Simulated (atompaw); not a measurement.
**Reading a pseudo-wave (Ar (Z = 18))**

Columns: radius, all-electron u(r) and pseudo u(r) of the 3p shell (level -35.42 eV) of argon in the configuration [Ne] 3s2 3p4; PBE, scalar-relativistic, PAW (atompaw) scheme, atompaw 4.2.0.5.

| r (bohr) | all-electron | pseudo |
| --- | --- | --- |
| 0.054 | -0.1111 | 0.0061 |
| 0.108 | -0.2776 | 0.0241 |
| 0.162 | -0.3925 | 0.0534 |
| 0.215 | -0.4350 | 0.0922 |
| 0.269 | -0.4145 | 0.1406 |
| 0.323 | -0.3457 | 0.1965 |
| 0.377 | -0.2449 | 0.2581 |
| 0.431 | -0.1258 | 0.3235 |
| 0.485 | 0.0011 | 0.3908 |
| 0.538 | 0.1258 | 0.4569 |
| 0.592 | 0.2477 | 0.5226 |
| 0.646 | 0.3611 | 0.5852 |
| 0.700 | 0.4638 | 0.6433 |
| 0.754 | 0.5549 | 0.6959 |
| 0.808 | 0.6341 | 0.7424 |
| 0.862 | 0.7015 | 0.7824 |
| 0.915 | 0.7564 | 0.8152 |
| 0.969 | 0.8014 | 0.8420 |
| 1.023 | 0.8360 | 0.8625 |
| 1.077 | 0.8611 | 0.8771 |
| 1.131 | 0.8777 | 0.8862 |
| 1.185 | 0.8865 | 0.8903 |
| 1.238 | 0.8886 | 0.8899 |
| 1.292 | 0.8849 | 0.8851 |
| 1.346 | 0.8761 | 0.8761 |
| 1.400 | 0.8629 | 0.8629 |

**Question.** How many radial nodes do the two functions have?

**Answer.** The all-electron 3p function has n − l − 1 = 1; the pseudo-wave has 0, since the states of the same l below it are removed with the core.

**Question.** Is the pseudo-wave norm-conserving?

**Answer.** No, it belongs to a PAW set: the norm inside the radius is not constrained, and the difference is carried by the augmentation charge.
